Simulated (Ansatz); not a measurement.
Start from `C[NH][Sn]([F])([F])[F]` and change one atom or group to get `[CH3][Sn]([F])([F])[F]`.

Ansatz, PBE0-D4/def2-TZVP geometries, multiplicity 1. Each molecule was computed in one conformer, which needn't be the lowest.

Elements past krypton have def2 core potentials.

| property | `C[NH][Sn]([F])([F])[F]` |
| --- | --- |
| LUMO energy (ωB97M-V/def2-TZVPP) / eV | -0.24 |
| HOMO energy (PBE/def2-TZVPP) / eV | -6.64 |
| HOMO–LUMO gap (PBE/def2-TZVPP) / eV | 3.33 |
| HOMO–LUMO gap (ωB97M-V/def2-TZVPP) / eV | 10.22 |
| HOMO energy (ωB97M-V/def2-TZVPP) / eV | -10.45 |
| LUMO energy (PBE/def2-TZVPP) / eV | -3.31 |

(1) What does the change do to each property? (Best estimate.)

Answers

(1) Computed: 
```csv
property,`[CH3][Sn]([F])([F])[F]`,shift
LUMO energy (ωB97M-V/def2-TZVPP) / eV,0.20,0.44
HOMO energy (PBE/def2-TZVPP) / eV,-8.65,-2.01
HOMO–LUMO gap (PBE/def2-TZVPP) / eV,5.83,2.50
HOMO–LUMO gap (ωB97M-V/def2-TZVPP) / eV,12.64,2.42
HOMO energy (ωB97M-V/def2-TZVPP) / eV,-12.43,-1.98
LUMO energy (PBE/def2-TZVPP) / eV,-2.82,0.49
```

With PBE0 the HOMO falls by 2.10 eV and the LUMO rises by 0.49 eV, so the gap widens by about 2.59 eV. PBE moves the HOMO by -2.01 eV and ωB97M-V by -1.98 eV. The zero-point energy changes by -46.8 kJ/mol with -6 modes.

Positive LUMOs are unbound, so they and the gaps depend on the basis.
